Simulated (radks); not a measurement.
Lu33+, 38 electrons, occupied as [Kr] 4d2. All-electron calculation, scalar-relativistic Kohn-Sham, TASK exchange with Perdew-Wang LDA correlation, spin-polarised, spherical densities, finite nucleus; open shells are filled with parallel spins first (spin-orbit coupling, left out, can overturn this in heavy ions); meta-GGA in the generalised Kohn-Sham scheme; Fermi nuclear charge, rms radius 5.37 fm. Program: a radial shooting solver on a logarithmic mesh with Libxc functionals.

Local quantities along the radius. ELF = 1/(1 + alpha^2) is the electron localisation function; alpha = (tau - tau_W)/tau_unif compares the Pauli kinetic energy density with that of the uniform gas (summed over spins); r v_xc is r times the local exchange-correlation potential of spin up (hartree bohr, multiplicative part alone); 4 pi r^2 rho is in e/bohr. tau is taken from the large components.

r (bohr),ELF,alpha,r v_xc,4 pi r^2 rho
0.001151,0.999,0.02440,-0.2401,7.986
0.001463,0.999,0.02575,-0.2492,11.52
0.00186,0.999,0.02785,-0.2649,16.41
0.002365,0.999,0.03099,-0.2862,23.01
0.00303,0.999,0.03590,-0.3131,31.97
0.003852,0.998,0.04321,-0.3420,42.85
0.004897,0.997,0.05475,-0.3711,55.65
0.006225,0.995,0.07382,-0.3981,69.46
0.007978,0.988,0.1087,-0.4284,82.92
0.01014,0.971,0.1726,-0.4906,92.61
0.01289,0.918,0.2997,-0.6359,96.57
0.01639,0.765,0.5550,-0.7497,94.14
0.021,0.494,1.011,-0.6492,88.15
0.0267,0.338,1.399,-0.6702,86.22
0.03394,0.396,1.234,-0.8122,95.09
0.04315,0.606,0.8070,-0.9450,113.5
0.05529,0.743,0.5877,-1.060,128.2
0.07029,0.687,0.6750,-1.175,122.6
0.08936,0.432,1.148,-1.104,102.8
0.1136,0.341,1.389,-1.185,95.55
0.1456,0.603,0.8115,-1.409,109.7
0.1851,0.766,0.5531,-1.518,109.3
0.2352,0.610,0.7989,-1.509,74.23
0.2991,0.219,1.889,-1.104,41.41
0.3832,0.497,1.007,-1.458,35.99
0.4872,0.818,0.4716,-1.499,29.47
0.6193,0.724,0.6170,-1.600,12.35
0.7873,0.244,1.760,0.8194,2.190
1.009,0.008,11.20,-0.09912,0.1268
1.283,0.000,153.6,-0.07692,0.002359

On this mesh the ELF has minima near r = 0.027, 0.10, 0.30 bohr, which separate the shells, and maxima near 0.055 (0.74), 0.19 (0.77), 0.49 (0.82).
